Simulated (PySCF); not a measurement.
These 4 structures share the formula C4H11As. The calculation used PBE0-D3(BJ)/def2-SVP geometry optimisation, gas phase in PySCF 2.14.0. One conformer each; no zero-point energy, no entropy. No frequencies were run at this level. Point groups hold within 0.08 Å.

**Question.** Order them by energy at this level, lowest first, and give relative energies in kcal/mol.
A. `[CH3:1][CH2:2][CH2:3][CH2:4][AsH2:5]` with C1–C2–C3–C4 180°, C2–C3–C4–As5 180°, C3–C4–As5–H -46° and 46°
B. AsMe2Et, `CC[As](C)C`
C. `[CH3:1][CH2:2][C@H:3]([CH3:4])[AsH2:5]` with C1–C2–C3–C4 -63°, C2–C3–As5–H -45° and 47°
D. `[CH3:1][CH:2]([CH3:3])[CH2:4][AsH2:5]` with C1–C2–C4–As5 176°, C2–C4–As5–H -162° and -70°

**Answer.** B (0.0), D (4.1), A (4.2), C (4.8).

Neighbours under 2.5 kcal/mol apart (CC(C)C[AsH2] and CCCC[AsH2]; CCCC[AsH2] and CC[C@H](C)[AsH2]) can change places with a better method, another conformer or zero-point energy.

```json
{"SMILES": "CC[As](C)C", "E (Eh)": "-2394.07579", "E rel (kcal/mol)": "0.0", "dipole (D)": "1.05", "point group": "C1", "A, B, C (MHz)": "4566, 2298, 1941"}
{"SMILES": "CC(C)C[AsH2]", "E (Eh)": "-2394.06922", "E rel (kcal/mol)": "4.1", "dipole (D)": "1.10", "point group": "C1", "A, B, C (MHz)": "7138, 1370, 1220"}
{"SMILES": "CCCC[AsH2]", "E (Eh)": "-2394.06912", "E rel (kcal/mol)": "4.2", "dipole (D)": "1.17", "point group": "Cs", "A, B, C (MHz)": "14488, 879.0, 853.1"}
{"SMILES": "CC[C@H](C)[AsH2]", "E (Eh)": "-2394.06810", "E rel (kcal/mol)": "4.8", "dipole (D)": "1.19", "point group": "C1", "A, B, C (MHz)": "6163, 1489, 1273"}
```

**Question.** How do the relative energies change in single points at CAM-B3LYP/def2-SVPD (no added dispersion term) on the same geometries?

**Answer.** 
```json
{"SMILES": "CC[As](C)C", "PBE0-D3(BJ)/def2-SVP (kcal/mol)": "0.0", "CAM-B3LYP/def2-SVPD (kcal/mol)": "0.0", "shift": "0.0"}
{"SMILES": "CC(C)C[AsH2]", "PBE0-D3(BJ)/def2-SVP (kcal/mol)": "4.1", "CAM-B3LYP/def2-SVPD (kcal/mol)": "3.3", "shift": "-0.8"}
{"SMILES": "CCCC[AsH2]", "PBE0-D3(BJ)/def2-SVP (kcal/mol)": "4.2", "CAM-B3LYP/def2-SVPD (kcal/mol)": "2.9", "shift": "-1.3"}
{"SMILES": "CC[C@H](C)[AsH2]", "PBE0-D3(BJ)/def2-SVP (kcal/mol)": "4.8", "CAM-B3LYP/def2-SVPD (kcal/mol)": "4.2", "shift": "-0.6"}
```

Each column counts from its own lowest isomer. The lowest isomer stays, but the order above it changes; the largest shift is 1.3 kcal/mol.
